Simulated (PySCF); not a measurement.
BCl₂, SMILES Cl[B+]Cl, charge +1.

Geometry optimised at B3LYP-D3(BJ)/def2-TZVP.

Two levels are set side by side: TDA-PBE/def2-TZVPD (PySCF) and ADC(2)/aug-cc-pVDZ (PySCF). Vertical, same geometry; the bases differ. Differences are taken from unrounded values.

```json
[
 {"quantity": "lowest singlet excitation (eV)", "ADC(2)": "7.24", "TDA-PBE": "6.33", "TDA-PBE minus ADC(2)": "-0.91"}
]
```

A lower first singlet is the usual sign of a functional without exact exchange. Differences between two approximate levels are no errors against the true value.

Rough cost on one machine, each run with all the roots and properties that it gave: ADC(2) against TDA-PBE about 3 times.
